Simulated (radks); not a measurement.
Numerical settings for neutral lutetium, [Xe] 4f14 5d1 6s2. All-electron calculation, Dirac Kohn-Sham, PBE, spin-unpolarised, spherical densities, finite nucleus; open shells are shared between the two j in proportion to 2j + 1; Fermi nuclear charge, rms radius 5.37 fm. Program: a radial shooting solver on a logarithmic mesh with Libxc functionals. The defaults (mesh step 0.008 in ln r, mesh end at 40 bohr or more with all orbitals vanishing there, Anderson mixing 0.5 over 9 steps, residual threshold near 1e-9 with the energy settled to 1e-9 hartree or 1e-11 of itself, here a cap of 95 iterations) give E = -14579.1991 hartree and 5d5/2 at -1.632 eV in 17 iterations. Run on one thread of a shared host, so times are rough (Intel(R) Xeon(R) 6975P-C): 0.18 s of CPU time, 0.18 s wall, 17 iterations on 2440 mesh points. Changes against that run (0 stands for a change within the tolerance of the run):

setting                    iterations  converged  E (mhartree)  e(5d5/2) (meV)  CPU (s)
mesh step in ln r 0.2               4         no      diverged               -     0.01
mesh step in ln r 0.003            18        yes             0               0     0.46
mesh step in ln r 0.05             17        yes        -0.016         -0.0152     0.04
mesh end (bohr) 12                 17        yes        +0.268           +33.3     0.16
mesh end (bohr) 8                  17        yes         +12.1            +559     0.16
residual threshold 1e-13           30        yes             0               0     0.24
residual threshold 1e-05           13        yes             0               0     0.15
mixing 0.2                         31        yes             0               0     0.32
linear mixing, mixing 1            95         no      +3.2e+05       -1.03e+06      4.5
linear mixing, mixing 0.2          88        yes             0               0      0.6
mixing history 2                   34        yes             0               0     0.28
iteration cap 5                     5         no           +26            +290     0.07

Settings that end as converged yet miss the energy by more than 1 mhartree: mesh end (bohr) 8 (+0.0121 hartree). A mesh that ends early acts as a hard wall.
